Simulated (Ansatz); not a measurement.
Saddle point of GePH$_{6}$Br, singlet (GePH₆Br ([GeH3][PH3][Br]) → GePH₅ ([PH2][GeH3]) + HBr; bonds formed: Br2–H6; bonds broken: Br2–P7, H6–P7), PBE0-D4/def2-TZVP structure:

Ge1  (-1.200, -0.307, -0.303)
Br2  (0.768, 2.413, -0.806)
H3  (-1.742, -1.697, 0.094)
H4  (-1.926, 0.801, 0.444)
H5  (-1.125, -0.159, -1.816)
H6  (1.702, 0.598, -0.469)
P7  (1.007, -0.324, 0.429)
H8  (1.074, 0.313, 1.674)
H9  (1.441, -1.639, 0.754)
(Å)

Energies are electronic, without zero-point energy. Barriers and step energies count from the start structure reached by relaxing down the imaginary mode; all methods use the PBE0-D4 structures, on which another method's saddle can fall below an end. Computed with Ansatz 0.2.0 (basis: def2-TZVPP, with def2-QZVPP for the basis limit); correlated methods freeze the cores. Filled d shells of the heavier atoms are correlated. The def2 sets are not built for correlating such inner shells, so the correlated values are less sure here. B3LYP uses VWN-RPA correlation. Extrapolation: Hartree–Fock as exp(−7.88 √X), correlation as X^−2.97.

```tsv
method	barrier (kcal/mol)	step energy (kcal/mol)
SPW92	4.42	-7.18
PBE-D4	5.40	-9.25
BLYP-D4	4.97	-10.46
r2SCAN-D4	6.53	-8.07
B97M-V	6.34	-12.61
PBE0-D4	?	-8.55
B3LYP-D4	?	-9.81
r2SCAN0-D4	7.90	-7.80
BHLYP-D4	8.50	-8.21
CAM-B3LYP-D4	7.43	-10.51
wB97X-V	8.82	-9.37
wB97M-V	?	-10.19
B2PLYP	7.19	-11.47
PBE-QIDH	8.64	-8.90
RPA on PBE	8.08	-14.54
HF	10.07	-11.02
MP2	8.62	-10.76
CCSD	8.52	-13.37
CCSD(T)	7.93	-13.20
```

Problem. Fill in the withheld barriers. (An estimate is asked for; the value comes from the calculation.)

Solution. Computed: wB97M-V 8.57; PBE0-D4 7.29; B3LYP-D4 6.51 kcal/mol. Each is the energy of the saddle less that of the start structure, by the same method.

For comparison, the barrier by CCSD(T) at an estimated basis limit (MP2 extrapolated from triple and quadruple zeta, plus CCSD(T) − MP2 in triple zeta) is 8.33 kcal/mol.

T1 diagnostic: at most 0.013.

Labels in which every atom is bracketed show which atoms are joined, not bond orders.

For scale, one of the runs: CCSD(T)/def2-TZVPP, 222 basis functions, launched by `ansatz run in.yaml --threads 8 --pin off --events-out ev --progress --plain --max-ram 19148MiB`. The run took 25 s on 8 CPU threads of an Intel Xeon 6975P-C (shared host), with 3.7 GiB of host memory at its peak.
